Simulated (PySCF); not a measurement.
# [NdCl4]− at several levels of theory

Computed with PySCF 2.14.0 (density fitting, no spin-orbit coupling) at the geometry relaxed with r2SCAN:

```xyz
5
[NdCl4]− (singlet in the valence; each metal's 4f electrons, 3 of them, lie in its core potential, out of spins and levels)
Nd    0.0000    0.0000    0.0000
Cl    1.5053    1.5053    1.5053
Cl   -1.5053   -1.5053    1.5053
Cl    1.5053   -1.5053   -1.5053
Cl   -1.5053    1.5053   -1.5053
```

```json
{"level": "r2SCAN", "basis": "Nd lcecp-1-SVP with ECP49, Cl def2-SVP", "state": "singlet", "HOMO (eV)": "-3.51", "gap (eV)": "6.34", "charge on Nd1 (e)": "0.77", "population of f-type functions on Nd1 (polarisation alone where 4f lies in the core)": "0.05", "dipole about the centre of mass (D)": "0.00", "largest force component (eV/Å)": "0.00"}
{"level": "M06-L", "basis": "the same", "state": "singlet", "HOMO (eV)": "-3.42", "gap (eV)": "6.32", "charge on Nd1 (e)": "1.03", "population of f-type functions on Nd1 (polarisation alone where 4f lies in the core)": "0.05", "dipole about the centre of mass (D)": "0.00", "largest force component (eV/Å)": "0.05"}
{"level": "TPSS", "basis": "the same", "state": "singlet", "HOMO (eV)": "-3.24", "gap (eV)": "6.03", "charge on Nd1 (e)": "0.73", "population of f-type functions on Nd1 (polarisation alone where 4f lies in the core)": "0.05", "dipole about the centre of mass (D)": "0.00", "largest force component (eV/Å)": "0.04"}
{"level": "B3LYP", "basis": "the same", "state": "singlet", "HOMO (eV)": "-4.11", "gap (eV)": "7.12", "charge on Nd1 (e)": "0.67", "population of f-type functions on Nd1 (polarisation alone where 4f lies in the core)": "0.05", "dipole about the centre of mass (D)": "0.00", "largest force component (eV/Å)": "0.05"}
{"level": "r2SCAN", "basis": "Nd lcecp-1-TZVP with ECP49, Cl def2-TZVP", "state": "singlet", "HOMO (eV)": "-3.80", "gap (eV)": "6.39", "charge on Nd1 (e)": "1.36", "population of f-type functions on Nd1 (polarisation alone where 4f lies in the core)": "0.07", "dipole about the centre of mass (D)": "0.00", "largest force component (eV/Å)": "0.00"}
```

In the lcecp rows the 4f levels are missing from HOMO and gap, and the state counts the valence alone.

Charges are Mulliken's, which hang on the basis. The relaxation used the grid (50, 194), these runs (75, 302) or, all-electron (x2c bases, spin-free X2C Hamiltonian), (99, 590).

Problem. What does BP86 with Nd lcecp-1-SVP with ECP49, Cl def2-SVP give here?

Solution. state singlet, HOMO (eV) -3.15, gap (eV) 5.75, charge on Nd1 (e) 0.56, population of f-type functions on Nd1 (polarisation alone where 4f lies in the core) 0.05, dipole about the centre of mass (D) 0.00, largest force component (eV/Å) 0.01. Time: 7.5 s on 2 threads of Arm Neoverse V1, with other jobs on the host, from an already converged density.

In the first row's basis the gap widens with exact exchange: 5.8 to 6.3 eV for BP86, TPSS, M06-L, r2SCAN (none); 7.1 eV for B3LYP (a fixed share).

No frequency check is given that shows the relaxed geometry to be a minimum. An lcecp potential fixes the number of 4f electrons, so in runs with it no electron can move into or out of that shell.
